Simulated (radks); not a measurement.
Spherical quantum dot in the effective-mass picture: electrons in a parabolic well V = omega^2 r^2 / 2 with omega = 0.0699, with a point charge +1 (a donor) at the centre, all in effective atomic units (hartree* = m*/eps^2 hartree, bohr* = eps/m* bohr), one dielectric constant everywhere. Calculated with a radial shooting solver with Libxc functionals: non-relativistic Kohn-Sham, exchange-only LDA, spin-polarised, spherical densities. Levels are named by radial order and angular momentum (1s, 1p, 1d, 2s, ...), and open shells are averaged over m. Results are scaled to m* = 0.152 and eps = 5.3, for which hartree* = 147.2 meV and bohr* = 1.845 nm. Each electron was tried in the lowest free levels, single moves between levels near the top were tried too, and the lowest total energy was kept; such a search can miss a lower state. At N = 1 the Hartree and exchange-correlation terms need not cancel, so that row can carry a self-interaction error.

\begin{tabular}{lrrrrrr}
N & open shells & 2S & E (meV) & addition energy mu(N+1) - mu(N) (meV) & e(HOMO) (meV) & rms radius (nm) \\ \hline
1 & 1s(up 1, down 0) & 1 & -66.0893 & 74.03 & -34.407 & 3.334 \\
2 & none & 0 & -58.1443 & 41.35 & 22.500 & 5.159 \\
3 & 1p(up 1, down 0) & 1 & -8.84821 & 14.97 & 56.621 & 8.748 \\
4 & 1p(up 2, down 0) & 2 & 55.4212 & 15.01 & 71.864 & 10.65 \\
5 & 1p(up 3, down 0) & 3 & 134.696 & 15.77 & 86.577 & 12.02 \\
6 & 1p(up 3, down 0) 2s(up 1, down 0) & 4 & 229.744 & 17.20 & 101.71 & 13.18 \\
7 & 1p(up 3, down 0) 1d(up 1, down 0) 2s(up 1, down 0) & 5 & 341.994 & 12.38 & 118.50 & 14.26 \\
8 & 1p(up 3, down 0) 1d(up 2, down 0) 2s(up 1, down 0) & 6 & 466.626 & 12.04 & 130.71 & 15.17 \\
9 & 1p(up 3, down 0) 1d(up 3, down 0) 2s(up 1, down 0) & 7 & 603.299 & 11.71 & 142.58 & 15.97 \\
10 & 1p(up 3, down 0) 1d(up 4, down 0) 2s(up 1, down 0) & 8 & 751.678 & 11.39 & 154.13 & 16.69 \\
11 & 1p(up 3, down 0) 1d(up 5, down 0) 2s(up 1, down 0) & 9 & 911.451 & 15.45 & 165.37 & 17.34 \\
12 & 1p(up 3, down 0) 1d(up 5, down 0) 2s(up 1, down 0) 1f(up 1, down 0) & 10 & 1086.68 & 10.47 & 180.49 & 18.01 \\
13 & 1p(up 3, down 0) 1d(up 5, down 0) 2s(up 1, down 0) 1f(up 2, down 0) & 11 & 1272.37 & 10.27 & 190.86 & 18.61 \\
14 & 1p(up 3, down 0) 1d(up 5, down 0) 2s(up 1, down 0) 1f(up 3, down 0) & 12 & 1468.33 & 10.08 & 201.03 & 19.18 \\
15 & 1p(up 3, down 0) 1d(up 5, down 0) 2s(up 1, down 0) 1f(up 4, down 0) & 13 & 1674.37 & 9.899 & 211.02 & 19.70 \\
16 & 1p(up 3, down 0) 1d(up 5, down 0) 2s(up 1, down 0) 1f(up 5, down 0) & 14 & 1890.30 & 9.727 & 220.83 & 20.20 \\
17 & 1p(up 3, down 0) 1d(up 5, down 0) 2s(up 1, down 0) 1f(up 6, down 0) & 15 & 2115.97 & 9.564 & 230.47 & 20.67 \\
18 & 1p(up 3, down 0) 1d(up 5, down 0) 2s(up 1, down 0) 1f(up 7, down 0) & 16 & 2351.19 & 13.12 & 239.96 & 21.11 \\
19 & 1p(up 3, down 0) 1d(up 5, down 0) 2s(up 1, down 0) 1f(up 7, down 0) 3s(up 1, down 0) & 17 & 2599.54 & 9.214 & 252.95 & 21.56 \\
20 & 1p(up 3, down 0) 1d(up 5, down 0) 2s(up 1, down 0) 1f(up 7, down 0) 1g(up 1, down 0) 3s(up 1, down 0) & 18 & 2857.10 & 8.928 & 262.04 & 21.99 \\
21 & 1p(up 3, down 0) 1d(up 5, down 0) 2s(up 1, down 0) 1f(up 7, down 0) 1g(up 2, down 0) 3s(up 1, down 0) & 19 & 3123.59 & 8.600 & 270.91 & 22.41 \\
22 & 1p(up 3, down 0) 1d(up 5, down 0) 2s(up 1, down 0) 1f(up 7, down 0) 2p(up 2, down 0) 1g(up 2, down 0) & 20 & 3398.68 & 8.822 & 279.58 & 22.79 \\
23 & 1p(up 3, down 0) 1d(up 5, down 0) 2s(up 1, down 0) 1f(up 7, down 0) 2p(up 3, down 0) 1g(up 2, down 0) & 21 & 3682.59 & 8.496 & 288.31 & 23.16 \\
24 & 1p(up 3, down 0) 1d(up 5, down 0) 2s(up 1, down 0) 1f(up 7, down 0) 2p(up 3, down 0) 1g(up 3, down 0) & 22 & 3975.00 & 8.492 & 296.75 & 23.53 \\
25 & 1p(up 3, down 0) 1d(up 5, down 0) 2s(up 1, down 0) 1f(up 7, down 0) 2p(up 3, down 0) 1g(up 4, down 0) & 23 & 4275.89 & 8.395 & 305.11 & 23.88 \\
26 & 1p(up 3, down 0) 1d(up 5, down 0) 2s(up 1, down 0) 1f(up 7, down 0) 2p(up 3, down 0) 1g(up 5, down 0) & 24 & 4585.19 & 8.301 & 313.46 & 24.23 \\
27 & 1p(up 3, down 0) 1d(up 5, down 0) 2s(up 1, down 0) 1f(up 7, down 0) 2p(up 3, down 0) 1g(up 6, down 0) & 25 & 4902.78 & 8.211 & 321.72 & 24.56 \\
28 & 1p(up 3, down 0) 1d(up 5, down 0) 2s(up 1, down 0) 1f(up 7, down 0) 2p(up 3, down 0) 1g(up 7, down 0) & 26 & 5228.59 & 8.124 & 329.88 & 24.88 \\
29 & 1p(up 3, down 0) 1d(up 5, down 0) 2s(up 1, down 0) 1f(up 7, down 0) 2p(up 3, down 0) 1g(up 8, down 0) & 27 & 5562.52 & 8.040 & 337.96 & 25.19 \\
30 & 1p(up 3, down 0) 1d(up 5, down 0) 2s(up 1, down 0) 1f(up 7, down 0) 2p(up 3, down 0) 1g(up 9, down 0) & 28 & 5904.49 & 7.872 & 345.96 & 25.50 \\
31 & 1p(up 3, down 0) 1d(up 5, down 0) 2s(up 1, down 0) 1f(up 7, down 0) 2p(up 3, down 0) 1g(up 9, down 0) 3s(up 1, down 0) & 29 & 6254.33 & 11.05 & 353.89 & 25.80 \\
32 & 1p(up 3, down 0) 1d(up 5, down 0) 2s(up 1, down 0) 1f(up 7, down 0) 2p(up 3, down 0) 1g(up 9, down 0) 2d(up 1, down 0) 3s(up 1, down 0) & 30 & 6615.23 & 7.715 & 364.79 & 26.10 \\
33 & 1p(up 3, down 0) 1d(up 5, down 0) 2s(up 1, down 0) 1f(up 7, down 0) 2p(up 3, down 0) 1g(up 9, down 0) 2d(up 1, down 0) 3s(up 1, down 0) 1h(up 1, down 0) & 31 & 6983.84 & 7.593 & 372.44 & 26.39 \\
34 & 1p(up 3, down 0) 1d(up 5, down 0) 2s(up 1, down 0) 1f(up 7, down 0) 2p(up 3, down 0) 1g(up 9, down 0) 2d(up 2, down 0) 3s(up 1, down 0) 1h(up 1, down 0) & 32 & 7360.04 & 7.511 & 380.04 & 26.68 \\
35 & 1p(up 3, down 0) 1d(up 5, down 0) 2s(up 1, down 0) 1f(up 7, down 0) 2p(up 3, down 0) 1g(up 9, down 0) 2d(up 2, down 0) 3s(up 1, down 0) 1h(up 2, down 0) & 33 & 7743.76 & 7.505 & 387.48 & 26.96 \\
36 & 1p(up 3, down 0) 1d(up 5, down 0) 2s(up 1, down 0) 1f(up 7, down 0) 2p(up 3, down 0) 1g(up 9, down 0) 2d(up 2, down 0) 3s(up 1, down 0) 1h(up 3, down 0) & 34 & 8134.98 & 7.393 & 394.95 & 27.23 \\
37 & 1p(up 3, down 0) 1d(up 5, down 0) 2s(up 1, down 0) 1f(up 7, down 0) 2p(up 3, down 0) 1g(up 9, down 0) 2d(up 3, down 0) 3s(up 1, down 0) 1h(up 3, down 0) & 35 & 8533.59 & 7.343 & 402.36 & 27.49 \\
38 & 1p(up 3, down 0) 1d(up 5, down 0) 2s(up 1, down 0) 1f(up 7, down 0) 2p(up 3, down 0) 1g(up 9, down 0) 2d(up 3, down 0) 3s(up 1, down 0) 1h(up 4, down 0) & 36 & 8939.55 & - & 409.63 & 27.76 \\
\end{tabular}

All shells are closed at N = 2 (there: 1s2); the second difference of the energy has clear peaks (12 % above both neighbours; the first and last values, which can be the largest, are not judged, and half-filled shells can peak too) at N = 11, 18, 31.
